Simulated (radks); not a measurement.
The selenium anion Se2-, [Kr], held by a Watson sphere: a shell of charge +2 at radius R that stands for the Madelung well of a crystal (potential energy -2/R inside, -2/r outside, in hartree with lengths in bohr). Calculated with a radial shooting solver on a logarithmic mesh with Libxc functionals: scalar-relativistic Kohn-Sham, PBEsol, spin-polarised, spherical densities, finite nucleus; Fermi nuclear charge, rms radius of each element as measured or else 0.836 A^(1/3) + 0.57 fm. Response by self-consistent Sternheimer equations with the Hartree and adiabatic LDA kernel, the relativistic mass of each level held fixed and spin-orbit coupling left out. The sphere does not respond.

R (bohr)  e(3d) (eV)  e(4s) (eV)  e(4p) (eV)  <r> 4p (bohr)  sum of <r^2> (bohr^2)  X-ray form factor at sin(theta)/lambda = 0.1 1/angstrom  alpha (bohr^3)
2.39         -51.256     -17.796      -7.577          2.330                  54.47                                                   32.650           32.79
2.43         -51.195     -17.686      -7.505          2.341                  54.87                                                   32.632           33.51
2.82         -50.704     -16.699      -6.791          2.441                  58.72                                                   32.471           41.54
2.85         -50.670     -16.629      -6.736          2.449                  59.01                                                   32.459           42.23
3.01         -50.498     -16.274      -6.446          2.487                  60.55                                                   32.400           46.14
3.41         -50.084     -15.483      -5.750          2.576                  64.28                                                   32.267           57.45
3.88         -49.617     -14.707      -5.006          2.669                  68.46                                                   32.139           73.80
4.65         -48.910     -13.708      -3.976          2.800                  74.98                                                   31.980           109.4
4.66         -48.901     -13.697      -3.964          2.802                  75.07                                                   31.979           109.9
